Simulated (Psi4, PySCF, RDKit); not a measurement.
Relaxed torsion scan: C₉H₈OS₂, SMILES COc1ccsc1-c1ccsc1, singlet. Scanned: dihedral C1–O2–C3–C4; all other coordinates were relaxed at GFN2-xTB. Points at φ and −φ are mirror images. Heavy atoms are numbered in the order of the SMILES COc1ccsc1-c1ccsc1, hydrogens after them in the order of the atoms that carry them; the mirror image has the same energies with the sign of each dihedral reversed.

- MMFF94 // GFN2-xTB (RDKit)
- PBE/def2-SVP // GFN2-xTB (Psi4)
- RKS-M06-2X/6-31G* = restricted M06-2X/6-31G*, spherical d, density fitting // GFN2-xTB in PySCF

Energies in eV, each method relative to its own lowest point.

| φ / ° | MMFF94 | PBE/def2-SVP | RKS-M06-2X/6-31G* |
|---|---|---|---|
| -150 | 0.666 | 0.200 | 0.125 |
| -120 | 0.312 | 0.160 | 0.075 |
| -90 | 0.099 | 0.119 | 0.037 |
| -60 | 0.069 | 0.088 | 0.052 |
| -30 | 0.021 | 0.033 | 0.024 |
| 0 | 0.000 | 0.000 | 0.000 |
| 30 | 0.021 | 0.033 | 0.024 |
| 60 | 0.069 | 0.088 | 0.052 |
| 90 | 0.099 | 0.119 | 0.037 |
| 120 | 0.312 | 0.160 | 0.075 |
| 150 | 0.666 | 0.200 | 0.125 |
| 180 | 0.957 | 0.235 | 0.145 |
